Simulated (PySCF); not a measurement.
# How methods differ on the ionisation energy of Mo

Mo [Kr] 4d5 5s1 (7S) → Mo⁺ [Kr] 4d5 (6S), as a difference of total energies. Computed with PySCF 2.14 in aug-cc-pwCVDZ-PP with ECP28MDF (6s6p5d3f, 70 functions), with a scalar-relativistic core potential. Correlated levels: valence: 4s2 4p6 frozen. The calculations carry no spin-orbit coupling.

```json
{"method": "UHF", "ionisation energy (eV)": "6.246"}
{"method": "MP2 (valence)", "ionisation energy (eV)": "6.785"}
{"method": "SCS-MP2 (valence)", "ionisation energy (eV)": "6.426"}
{"method": "CCSD (valence)", "ionisation energy (eV)": "6.821"}
{"method": "CCSD(T) (valence)", "ionisation energy (eV)": "6.849"}
```

Task: How much does correlation contribute at CCSD(T) (valence)?

Result: 6.849 − (6.246) = 0.603 eV, measured against UHF.

Errors of the correlated levels include the incompleteness of this basis and the frozen core.

For comparison: 7.092 eV (measured; NIST Atomic Spectra Database, ionization energies).
